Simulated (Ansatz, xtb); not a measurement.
# Two structures of GeH2NSi

We compare a, `[SiH2-][N+]#[Ge]`, a doublet, with b, a doublet given by its coordinates. Both are isolated molecules in the gas phase, relaxed with PBE0-D3(BJ)/def2-SVP.

a (Å):

```xyz
5

Ge   -0.8431    2.3732    1.0538
N    -0.6420    0.9845    0.1383
Si   -0.4717   -0.5168   -0.6362
H    -1.5023   -0.7518   -1.6973
H     0.9070   -0.7488   -1.1734
```

b (Å):

```xyz
5

Ge    1.0780    0.1057   -1.6988
N    -0.1212    0.4521   -0.3558
Si   -0.3392   -1.3069   -0.3102
H    -0.3826    1.2834    0.1684
H     0.0446   -1.7822    1.0858
```

Close contacts (Å): Ge1–N2 1.83, Ge1–Si3 2.44, N2–Si3 1.77, N2–H4 1.02, Si3–H5 1.52.

Problem. Estimate E(b) − E(a) at the level CCSD(T)/def2-SVP.

Solution. Calculated at CCSD(T)/def2-SVP: E(b) − E(a) = +10.4 kcal/mol, so structure a lies lower.

The same difference at several levels:

| level | geometry | E(b) − E(a) (kcal/mol) | departure from the last row (kcal/mol) | job, with rough time for the two |
| --- | --- | --- | --- | --- |
| GFN2-xTB | GFN2-xTB | +20.1 | +9.7 | optimisation, 0.11 s |
| HF/STO-3G | GFN2-xTB | +13.5 | +3.0 | single point, 1.7 s |
| r2SCAN-D4/def2-SVP | GFN2-xTB | +6.2 | −4.2 | single point, 8.4 s |
| PBE0-D3(BJ)/def2-SVP | PBE0-D3(BJ)/def2-SVP | +3.7 | −6.7 | optimisation, 1.7 min |
| HF/def2-SVP | PBE0-D3(BJ)/def2-SVP | +11.8 | +1.4 | part of the CCSD(T) run |
| MP2/def2-SVP | PBE0-D3(BJ)/def2-SVP | +11.0 | +0.6 | part of the CCSD(T) run |
| CCSD(T)/def2-SVP | PBE0-D3(BJ)/def2-SVP | +10.4 |  | single point, 27 s |

The levels shown agree on the order. The largest departure from CCSD(T)/def2-SVP is that of GFN2-xTB, 9.7 kcal/mol. MP2 in a larger basis moves the difference by −1.3 kcal/mol, a step that isn't added because spin contamination makes open-shell MP2 unreliable in this search.

With harmonic frequencies from PBE0-D3(BJ)/def2-SVP (ideal gas, rigid rotor, one conformer each, 1000 K, 1 atm): on the last row, ΔE + ΔZPE = +12.4, ΔH = +11.9, ΔG = +14.0 kcal/mol.

Open shells are spin-unrestricted, with notable spin contamination under HF/STO-3G, HF/def2-SVP, MP2/def2-SVP, CCSD(T)/def2-SVP. The correlated steps freeze 15 core orbitals; the filled d shell of Ge is correlated, in a basis made for valence electrons. Mirror images aren't counted in ΔG. Codes used: Ansatz 0.2.0, xtb 6.7.1; the last row on 1 thread of Arm Neoverse V1 on a shared host.
